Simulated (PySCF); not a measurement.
# Polarisability and C₆ of Cr (chromium, neutral)

[Ar] 3d5 4s1, high-spin 7S determinant. Calculation: PySCF 2.14, in aug-cc-pwCVTZ-DK with one added diffuse shell each of s, p, d, f, g type (11s10p8d5f4g, 152 functions); the spin-free X2C one-electron Hamiltonian (Gaussian nucleus). Coupled (time-dependent) response in atomic units; α is the mean over directions.

```json
{"method": "r2SCANh", "mean α (bohr³)": "73.34", "C₆ (like pair)": "638.7", "S(−4)": "3667"}
```

S(−4) is the Cauchy moment in α(ω) = α(0) + S(−4) ω² + …

Reference α: 83 ± 12 bohr³ (recommended; Schwerdtfeger and Nagle, table of static dipole polarizabilities (2023 update)). Published C₆: 602.0 (Chu and Dalgarno (2004); Tang, Norbeck and Certain (1976)).

α(iu) at r2SCANh:

```tsv
u (hartree)	α(iu) (bohr³)
0	73.34
0.0500	65.31
0.100	49.83
0.200	27.56
0.300	17.32
0.500	9.282
0.750	5.645
1.00	3.959
1.50	2.373
2.00	1.623
3.00	0.9149
5.00	0.4150
```

A single London oscillator, α(iu) = α/(1 + u²/ω²), gives C₆ = (3/4) ω α². Matching the computed C₆ needs ω = 4 × 638.7 / (3 × 73.34²) = 0.158 hartree.
